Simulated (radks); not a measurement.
Results of a calculation; reference values are marked as such.
Ionisation of Se3+, [Ar] 3d10 4s2 4p1, to Se4+, [Ar] 3d10 4s2, under several functionals. Dirac Kohn-Sham, spin-unpolarised, spherical densities, point nucleus; open shells fill j = l - 1/2 first; a radial shooting solver on a logarithmic mesh with Libxc functionals.

functional                                        E(Se3+) (hartree)  Exc (hartree)  IE (eV)  -e(HOMO) (eV)  <r> HOMO (bohr)  IE error (eV)
LDA (Slater exchange, Perdew-Zunger correlation)        -2424.64370      -83.64015   42.985         37.102            1.857         +0.038
B86b exchange with PBE correlation                      -2428.26782      -87.32691   42.637         36.800            1.865         -0.310
SOGGA                                                   -2425.94000      -84.96089   42.467         36.661            1.863         -0.480
exchange-only LDA                                       -2421.72788      -80.68118   41.588         35.713            1.871         -1.359
LDA (Slater exchange, Perdew-Wang correlation)          -2424.64633      -83.64252   42.982         37.100            1.857         +0.035
BLYP                                                    -2428.28175      -87.33459   42.667         36.767            1.869         -0.280
LDA (Slater exchange, VWN5 correlation)                 -2424.65984      -83.65626   42.986         37.103            1.857         +0.039

NIST Atomic Spectra Database: 42.947 eV (measured). Closest: LDA (Slater exchange, Perdew-Wang correlation). The Delta-SCF values span 1.40 eV, the total energies 6.55 hartree. The highest occupied level is 4p1/2. Spin polarisation and multiplet splitting are left out, so open shells lie too high by an amount that depends on their filling.

Beside tabulated values, note that spin-unpolarised runs miss the spin-polarisation part of the exchange energy of open shells.
